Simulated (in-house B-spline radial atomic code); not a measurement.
Ce: [Xe] 4f1 5d1 6s2

Computed with a B-spline radial code for spherical atoms: Dirac-Kohn-Sham LC-wPBE, spherical fractional occupations, exact exchange averaged over the configuration, Fermi nucleus of rms radius 4.8771 fm.

Z_r = [3n² - l(l+1)]/(2<r>); Z_e = n√(-2ε); the last column is Slater's effective charge. Values are occupation-weighted means over j. An effective charge above Z reflects the relativistic contraction of the inner shells.

| shell | electrons | ε (eV) | <r> (bohr) | Z_r | Z_e | Slater |
| --- | --- | --- | --- | --- | --- | --- |
| 1s | 2 | -40238 | 0.02457 | 61.05 | 54.38 | 57.70 |
| 2s | 2 | -6444.8 | 0.1047 | 57.29 | 43.53 | 53.85 |
| 2p | 6 | -5787 | 0.09209 | 54.30 | 41.25 | 53.85 |
| 3s | 2 | -1392.7 | 0.2782 | 48.52 | 30.35 | 46.75 |
| 3p | 6 | -1181.7 | 0.2761 | 45.27 | 27.96 | 46.75 |
| 3d | 10 | -874.73 | 0.2536 | 41.40 | 24.05 | 36.85 |
| 4s | 2 | -286.8 | 0.6374 | 37.65 | 18.37 | 30.25 |
| 4p | 6 | -217.61 | 0.6744 | 34.10 | 16.00 | 30.25 |
| 4d | 10 | -116.03 | 0.7448 | 28.20 | 11.68 | 18.85 |
| 5s | 2 | -46.604 | 1.527 | 24.55 | 9.25 | 11.40 |
| 5p | 6 | -28.048 | 1.761 | 20.73 | 7.18 | 11.40 |
| 4f | 1 | -10.455 | 1.087 | 16.57 | 3.51 | 12.00 |
| 5d | 1 | -6.4154 | 2.845 | 12.12 | 3.43 | 3.00 |
| 6s | 2 | -5.7188 | 4.413 | 12.24 | 3.89 | 3.00 |

The least bound orbital is 6s1/2 at -5.719 eV, and it is also the most diffuse (<r> = 4.413 bohr). The part-filled 4f shell lies below the filled 6s shell in orbital energy.

Spin-orbit splittings of the orbital energies (j = l + 1/2 above j = l - 1/2 when positive): 2p 446.5 eV, 3p 87.76 eV, 3d 18.84 eV, 4p 18.81 eV, 4d 3.301 eV, 5p 2.841 eV, 4f 0.3306 eV, 5d 0.1633 eV.

For the 1s electron the small component carries 4.61 % of the norm, the zero-frequency Breit interaction raises the level by 109.6 eV, self-energy by 64.05 eV, and vacuum polarisation lowers it by 9.542 eV.

The density falls to 0.001 bohr⁻³ at 5.464 bohr; Σ<r²> = 93.631 bohr² gives, by the non-relativistic formula and without the paramagnetism of open shells, a Langevin diamagnetic susceptibility of -74.15×10⁻⁶ cm³/mol.
